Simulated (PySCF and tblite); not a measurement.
Results of a calculation; reference values are marked as such.
System: C₅H₅NO₃, numbered as in [CH3:1][c:2]1[cH:3][c:4]([C:5](=[O:6])[OH:7])[o:8][n:9]1.

The path came from a restrained scan, a climbing-image band and a saddle search at GFN2-xTB; energies are PBE0/pcSseg-1 + D3(BJ)//GFN2-xTB, thermal terms GFN2-xTB. Rate constants are transition-state-theory values, counting equivalent paths, without tunnelling. (PySCF 2.14 with density fitting, tblite 0.8.)

(1) How high is the barrier to the rotation about the C4–C5 bond (torsion C3–C4–C5–O6 from 0° to 180°, rising), through which structure does it pass, and what rate follows at 298 K?

## Answers

(1) The electronic barrier is 7.0 kcal/mol and ΔG‡(298 K) 7.4 kcal/mol, over a C1 saddle with an imaginary mode of 62i cm⁻¹ (GFN2-xTB). With 2 equivalent paths, k is 5×10⁷ s⁻¹, a mean lifetime of the start of 20 ns against this motion. The end lies 0.6 kcal/mol above the start in free energy.
